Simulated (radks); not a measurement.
Numerical settings for the cadmium ion Cd+, [Kr] 4d10 5s1. Method: scalar-relativistic Kohn-Sham, SCAN, spin-unpolarised, spherical densities, finite nucleus; meta-GGA in the generalised Kohn-Sham scheme; Fermi nuclear charge, rms radius 4.6087 fm; computed with a radial shooting solver on a logarithmic mesh with Libxc functionals. The defaults (mesh step 0.008 in ln r, mesh end at 40 bohr or more with all orbitals vanishing there, Anderson mixing 0.5 over 9 steps, residual threshold near 1e-9 with the energy settled to 1e-9 hartree or 1e-11 of itself, here a cap of 50 iterations) give E = -5595.345 hartree and 5s at -13.008 eV in 13 iterations. Run on one thread of a shared host, so times are rough (Arm Neoverse V2): 0.1 s of CPU time, 0.1 s wall, 13 iterations on 2314 mesh points. Changes against that run (0 stands for a change within the tolerance of the run):

| setting | iterations | converged | E (mhartree) | e(5s) (meV) | CPU (s) |
|---|---|---|---|---|---|
| mesh step in ln r 0.005 | 14 | yes | -0.296 | -0.00707 | 0.16 |
| mesh step in ln r 0.003 | 16 | yes | -0.334 | -0.00772 | 0.28 |
| mesh step in ln r 0.08 | 29 | no | diverged | - | 0.05 |
| mesh end (bohr) 3 | 13 | level above zero | +852 | +1.7e+04 | 0.08 |
| mesh end (bohr) 5 | 13 | yes | +26 | +976 | 0.09 |
| residual threshold 1e-16 | 50 | no | 0 | -0.00765 | 0.2 |
| residual threshold 0.01 | 10 | yes | 0 | +0.0973 | 0.08 |
| mixing 1.5 | 13 | yes | 0 | -0.00976 | 0.1 |
| linear mixing, mixing 0.8 | 38 | no | diverged | - | 0.33 |
| linear mixing, mixing 0.2 | 50 | no | +0.00544 | +0.0076 | 0.3 |
| mixing history 2 | 15 | yes | 0 | +0.00407 | 0.11 |
| iteration cap 5 | 5 | no | -0.172 | +174 | 0.05 |

Settled on a wrong energy, with an occupied level pushed above zero by the early mesh end: mesh end (bohr) 3 (+0.852 hartree). Apart from these: settings that end as converged yet miss the energy by more than 1 mhartree: mesh end (bohr) 5 (+0.026 hartree). A mesh that ends early acts as a hard wall.
